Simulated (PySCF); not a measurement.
Species: C₆H₁₂BP.
Cartesian coordinates in Å at the PBE0-D3(BJ)/def2-SVP level; atoms count from 1:
```xyz
20
C6H12BP angstrom
B     -1.9470    1.6735    0.0681
P     -0.8060    0.1457   -0.0265
C     -1.7543   -1.3994   -0.2416
C      0.2442   -0.1431    1.4075
C      1.5769   -0.2433    1.3477
C      2.4201   -0.1768    0.1162
C      1.7157    0.0158   -1.1869
C      0.3965    0.1443   -1.3670
H     -1.2220    2.6456    0.2091
H     -2.5494    1.6467   -1.0004
H     -2.6687    1.4369    1.0313
H     -1.0913   -2.2728   -0.3064
H     -2.4409   -1.5080    0.6108
H     -2.3576   -1.3128   -1.1570
H     -0.2635   -0.1792    2.3768
H      2.1308   -0.3751    2.2848
H      3.1642    0.6337    0.2397
H      3.0431   -1.0902    0.0567
H      2.3681    0.0653   -2.0667
H     -0.0049    0.3080   -2.3722
```

The computed photoelectron lines, unassigned: B 1s: 192.75 eV; C 1s: 290.49 (area 2), 290.69 (area 1), 290.89 (area 2), 291.45 (area 1) eV; P 1s: 2150.69 eV; P 2p3/2: 137.00 eV.

Method: delta-SCF UKS SCAN, pcX-2 on the ionised atom, pcseg-1 elsewhere, spin-free X2C (PySCF 2.14.0). Geometry: PBE0-D3(BJ)/def2-SVP; no solvent, vibrations or thermal averaging.

Order the carbon atoms by C 1s binding energy.

290.49 eV: C4/C8 (alkene CH carbon); 290.69 eV: C3 (sp3 carbon bound to phosphorus); 290.89 eV: C5/C7 (alkene CH carbon); 291.45 eV: C6 (allylic carbon). Lowest listed C 1s: C4/C8, bonded to C (double bond), H and P. Highest, 0.96 eV above it: C6, bonded to 2 C and 2 H. The widest gap between neighbouring values is 0.56 eV, between 290.89 and 291.45 eV. Summing the Pauling electronegativity differences to the bonded atoms, each weighted by its formal bond order, gives -0.71 for the lowest site and -0.70 for the highest; the largest sum, -0.35, belongs to C5/C7, 0.56 eV below the top. The smallest sum, -1.41, belongs to C3, 0.20 eV above the lowest.

Bonded neighbours of each site: B1: 3 H and P; P2: 3 C and B; C3: 3 H and P; C4/C8: C (double bond), H and P; C5/C7: C (double bond), C and H; C6: 2 C and 2 H.

Which photon wavelength matches the P 2p3/2 of P2 threshold?

λ = hc/E = 12398.42 eV Å / 137.00 eV = 90.499 Å.

Atoms equivalent by their bonding share one computed value, that of the first of them. The 2p values aren't plain energy differences: one relaxed spin-free 2p hole is combined with a matrix within the shell (ground-state 2p orbital-energy differences and spin–orbit coupling). 2p3/2, the mean of its two sublevels, lies a third of the splitting below the shell's mean and 2p1/2 two thirds above it; the statistical areas are 2:1. 2p1/2 minus 2p3/2 (ligand field included): P 0.89 eV.
